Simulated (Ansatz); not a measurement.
(BeSe)n off: binding per atom (eV) at several levels, gas phase, relaxed structures; Ansatz. Clusters are the lowest isomers that short searches found in that spin, judged at the geometry's level. Binding counts from free atoms in the multiplicity of their measured ground term, without zero-point energy. Singlets are spin-restricted. The structures are stationary points that may keep the symmetry of their start. Correlated methods freeze inner cores and use unrestricted references for open shells.

```
species    state            geometry  PBE-D4/def2-TZVPD  r2SCAN-D4/def2-TZVP  PBE0-D4/def2-SVP  PBE0-D4/def2-TZVP  RPA@PBE/def2-TZVP
 Be3Se2  singlet  r2SCAN-D4/def2-SVP               2.88                 2.89              2.83               2.82               2.16
 Be4Se5  singlet    PBE0-D4/def2-SVP               3.47                 3.43              3.41               3.41               2.75
 Be5Se4  singlet   B3LYP-D4/def2-SVP               3.23                 3.25              3.20               3.18               2.56
```

Q: Estimate the column for PBE0-D4/def2-TZVPD.

A: Be3Se2 2.82; Be4Se5 3.41; Be5Se4 3.18.
